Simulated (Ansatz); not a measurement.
## Ansatz (development build ahead of 0.2.0) run

```yaml
crystal:
  periodic: [false, false, false]
  atoms:
    - { symbol: Be, position_ang: [0.0, 0.0, 0.0] }
    - { symbol: Be, position_ang: [0.0, 0.0, 3.7094] }
basis:
  gaussian: { orbitals: pcseg-2 }
magnetization:
  spin_polarized: true
  initial_magnetization: 2
hamiltonian:
  xc: r2scan
```

The input is written out in the form of the current development build from the run's settings.

Output:

```
Converged                       : yes
Total energy                    : -29.22761 hartree
Spin squared of the determinant : 2.060
Stability test                  : minimum
```

Caution: another spin multiplicity may lie lower.
